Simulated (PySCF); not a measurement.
PySCF input for BrHOSi, SMILES Br[Si]O (connectivity only; charge and spin as stated), neutral, multiplicity 1, ADC(2)/aug-cc-pVDZ. Coordinates come from a B3LYP-D3(BJ)/def2-TZVP optimisation. The values are those of a single conformer.

```python
import numpy as np
from pyscf import gto, scf, dft, adc

mol = gto.M(
    atom='''
    Si    0.68840650   -1.15493801    0.00000000
    Br   -0.08108825    0.99066166   -0.00000000
    O    -0.76037351   -1.94894019    0.00000000
    H    -0.71661404   -2.91250454   -0.00000001
    ''',
    basis='aug-cc-pVDZ',
    charge=0,
    spin=0,
    max_memory=1600,
    verbose=4,
)
mf = scf.RHF(mol)
mf.conv_tol = 1e-10
mf.max_cycle = 100
mf.kernel()
res = {}
for kind, nroots in (('ee', 6), ('ip', 6), ('ea', 2)):
    a = adc.ADC(mf).density_fit('aug-cc-pvdz-ri')
    a.method, a.method_type = 'adc(2)', kind
    e, v, p, x = a.kernel(nroots=nroots)
    res[kind] = (e * 27.211386245988, p)
for kind, (e, p) in res.items():
    print(kind, 'energies / eV', np.round(e, 3), 'strengths', np.round(p, 4))
```

Log of the run:

```
PySCF version 2.14.0

[INPUT] verbose = 4
[INPUT] num. atoms = 4
[INPUT] num. electrons = 58
[INPUT] charge = 0
[INPUT] spin (= nelec alpha-beta = 2S) = 0
[INPUT] symmetry False subgroup None
[INPUT] Mole.unit = angstrom
[INPUT] Symbol           X                Y                Z      unit          X                Y                Z       unit  Magmom
[INPUT]  1 Si     0.688406500000  -1.154938010000   0.000000000000 AA    1.300899747370  -2.182516529750   0.000000000000 Bohr   0.0
[INPUT]  2 Br    -0.081088250000   0.990661660000   0.000000000000 AA   -0.153234584420   1.872079219507   0.000000000000 Bohr   0.0
[INPUT]  3 O     -0.760373510000  -1.948940190000   0.000000000000 AA   -1.436897686274  -3.682963192258   0.000000000000 Bohr   0.0
[INPUT]  4 H     -0.716614040000  -2.912504540000  -0.000000010000 AA   -1.354204272618  -5.503835917152  -0.000000018897 Bohr   0.0

nuclear repulsion = 211.105888702577
number of shells = 30
number of NR pGTOs = 182
number of NR cGTOs = 95
basis = aug-cc-pVDZ
ecp = {}


[settings echo left out]
init E= -2935.8359708957
  HOMO = -0.254377432675337  LUMO = -0.0262190107128104  gap/eV = 6.20851
cycle= 1 E= -2936.77259217794  delta_E= -0.937  |g|= 0.511  |ddm|= 2.03
  HOMO = -0.364096615302195  LUMO = -0.00593544891366626  gap/eV = 9.74606
cycle= 2 E= -2936.81828893192  delta_E= -0.0457  |g|= 0.33  |ddm|= 0.749
  HOMO = -0.363197573917653  LUMO = 0.0137771191645939  gap/eV = 10.25800
cycle= 3 E= -2936.84042413652  delta_E= -0.0221  |g|= 0.0435  |ddm|= 0.227
  HOMO = -0.358788398701763  LUMO = 0.0210953876437205  gap/eV = 10.33716
cycle= 4 E= -2936.84119843159  delta_E= -0.000774  |g|= 0.0146  |ddm|= 0.0968
  HOMO = -0.360011636494487  LUMO = 0.0201784593752681  gap/eV = 10.34550
cycle= 5 E= -2936.84132950917  delta_E= -0.000131  |g|= 0.00427  |ddm|= 0.0374
  HOMO = -0.359999906042735  LUMO = 0.0203748960125525  gap/eV = 10.35053
cycle= 6 E= -2936.84134791444  delta_E= -1.84e-05  |g|= 0.00135  |ddm|= 0.0156
  HOMO = -0.359988076845235  LUMO = 0.0203597243571965  gap/eV = 10.34979
cycle= 7 E= -2936.84135029419  delta_E= -2.38e-06  |g|= 0.000304  |ddm|= 0.0056
  HOMO = -0.359948971371367  LUMO = 0.0203868358416219  gap/eV = 10.34946
cycle= 8 E= -2936.84135041067  delta_E= -1.16e-07  |g|= 6.09e-05  |ddm|= 0.00114
  HOMO = -0.359947889382608  LUMO = 0.020381463794604  gap/eV = 10.34929
cycle= 9 E= -2936.84135041452  delta_E= -3.85e-09  |g|= 1.91e-05  |ddm|= 0.000151
  HOMO = -0.359945823566304  LUMO = 0.0203818891445886  gap/eV = 10.34924
cycle= 10 E= -2936.84135041495  delta_E= -4.33e-10  |g|= 6.02e-06  |ddm|= 4.49e-05
  HOMO = -0.359946276539393  LUMO = 0.0203813587001225  gap/eV = 10.34924
cycle= 11 E= -2936.84135041497  delta_E= -2.09e-11  |g|= 1.4e-06  |ddm|= 1.65e-05
  HOMO = -0.359946157912635  LUMO = 0.0203814544747516  gap/eV = 10.34924
Extra cycle  E= -2936.84135041498  delta_E= -9.09e-12  |g|= 6.63e-07  |ddm|= 3e-06
converged SCF energy = -2936.84135041498

******** <class 'pyscf.adc.radc.RADC'> ********
******** ADC Orbital Information ********
Number of Frozen Occupied Orbitals: 0
Number of Frozen Virtual Orbitals: 0
Number of Active Occupied Orbitals: 29
Number of Active Virtual Orbitals: 66
*****************************************
******** <class 'pyscf.df.df.DF'> ********
auxbasis = aug-cc-pvdz-ri
Reference correlation energy (doubles): -0.44610830
MP2 correlation energy of reference state (a.u.) = -0.44610830

******** <class 'pyscf.adc.radc_ee.RADCEE'> ********
max_space = 12
max_cycle = 50
conv_tol = 1e-08

*************************************************************
        ADC calculation summary (singlet states only)
*************************************************************
adc(2) root 0  |  Energy (Eh) =   0.1521022911  |  Energy (eV) =   4.13891416  |  Osc. strength = 0.04191241  |  conv = True
adc(2) root 1  |  Energy (Eh) =   0.1968962624  |  Energy (eV) =   5.35782020  |  Osc. strength = 0.00166368  |  conv = True
adc(2) root 2  |  Energy (Eh) =   0.2048581605  |  Energy (eV) =   5.57447449  |  Osc. strength = 0.01388746  |  conv = True
adc(2) root 3  |  Energy (Eh) =   0.2194137546  |  Energy (eV) =   5.97055238  |  Osc. strength = 0.26416857  |  conv = True
adc(2) root 4  |  Energy (Eh) =   0.2428016324  |  Energy (eV) =   6.60696895  |  Osc. strength = 0.36688560  |  conv = True
adc(2) root 5  |  Energy (Eh) =   0.2556799087  |  Energy (eV) =   6.95740469  |  Osc. strength = 0.02659600  |  conv = True

******** <class 'pyscf.adc.radc.RADC'> ********
******** ADC Orbital Information ********
Number of Frozen Occupied Orbitals: 0
Number of Frozen Virtual Orbitals: 0
Number of Active Occupied Orbitals: 29
Number of Active Virtual Orbitals: 66
*****************************************
******** <class 'pyscf.df.df.DF'> ********
auxbasis = aug-cc-pvdz-ri
Reference correlation energy (doubles): -0.44610830
MP2 correlation energy of reference state (a.u.) = -0.44610830

******** <class 'pyscf.adc.radc_ip.RADCIP'> ********
max_space = 12
max_cycle = 50
conv_tol = 1e-08

*************************************************************
        ADC calculation summary (doublet states only)
*************************************************************
adc(2) root 0  |  Energy (Eh) =   0.3363218715  |  Energy (eV) =   9.15178427  |  Spec. factor = 1.82009362  |  conv = True
adc(2) root 1  |  Energy (Eh) =   0.3819342396  |  Energy (eV) =  10.39296003  |  Spec. factor = 1.79846154  |  conv = True
adc(2) root 2  |  Energy (Eh) =   0.3858228473  |  Energy (eV) =  10.49877443  |  Spec. factor = 1.79708744  |  conv = True
adc(2) root 3  |  Energy (Eh) =   0.4514950025  |  Energy (eV) =  12.28580480  |  Spec. factor = 1.71169718  |  conv = True
adc(2) root 4  |  Energy (Eh) =   0.4741547853  |  Energy (eV) =  12.90240890  |  Spec. factor = 1.73876971  |  conv = True
adc(2) root 5  |  Energy (Eh) =   0.5232210624  |  Energy (eV) =  14.23757030  |  Spec. factor = 1.73088789  |  conv = True

******** <class 'pyscf.adc.radc.RADC'> ********
******** ADC Orbital Information ********
Number of Frozen Occupied Orbitals: 0
Number of Frozen Virtual Orbitals: 0
Number of Active Occupied Orbitals: 29
Number of Active Virtual Orbitals: 66
*****************************************
******** <class 'pyscf.df.df.DF'> ********
auxbasis = aug-cc-pvdz-ri
Reference correlation energy (doubles): -0.44610830
MP2 correlation energy of reference state (a.u.) = -0.44610830

******** <class 'pyscf.adc.radc_ea.RADCEA'> ********
max_space = 12
max_cycle = 50
conv_tol = 1e-08

*************************************************************
        ADC calculation summary (doublet states only)
*************************************************************
adc(2) root 0  |  Energy (Eh) =  -0.0132204312  |  Energy (eV) =  -0.35974626  |  Spec. factor = 1.86897600  |  conv = True
adc(2) root 1  |  Energy (Eh) =   0.0176724883  |  Energy (eV) =   0.48089290  |  Spec. factor = 1.95613806  |  conv = True
ee energies / eV [4.139 5.358 5.574 5.971 6.607 6.957] strengths [0.0419 0.0017 0.0139 0.2642 0.3669 0.0266]
ip energies / eV [ 9.152 10.393 10.499 12.286 12.902 14.238] strengths [1.8201 1.7985 1.7971 1.7117 1.7388 1.7309]
ea energies / eV [-0.36   0.481] strengths [1.869  1.9561]
```

The run converged.

Cost: roughly 2.1 core-minutes.
